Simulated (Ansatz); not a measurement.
CH3O2 (SMILES O=C[OH2+]) moved off its minimum; all values from Ansatz (a first-principles code), cores frozen in correlated methods.
(charge 1, multiplicity 1)
```xyz
6

O      0.9919     0.7026    -0.2518
C      0.4545    -0.1185     0.2160
O     -1.0333    -0.4943    -0.0326
H      0.8388    -0.9286     0.7776
H     -1.5813    -1.0515     0.5986
H     -1.6322     0.1705    -0.4672
```

Forces at r2SCAN/def2-TZVPP (eV/Å):

| atom | Fx | Fy | Fz |
|---|---|---|---|
| O1 | 2.809 | 6.989 | -4.025 |
| C2 | -1.759 | -6.330 | 3.547 |
| O3 | -2.531 | 0.290 | -0.170 |
| H4 | -0.074 | -1.109 | 1.024 |
| H5 | 0.963 | 0.532 | -0.551 |
| H6 | 0.592 | -0.372 | 0.176 |

### Question
Give the forces (eV/Å), the total energy and the dipole at CCSD(T)/cc-pVTZ.

### Answer

```csv
atom,Fx,Fy,Fz
O1,3.160,7.563,-4.339
C2,-2.017,-6.922,3.899
O3,-2.594,0.228,-0.189
H4,-0.148,-1.063,0.986
H5,0.987,0.623,-0.601
H6,0.612,-0.429,0.244
```
Energy -189.7463 hartree.
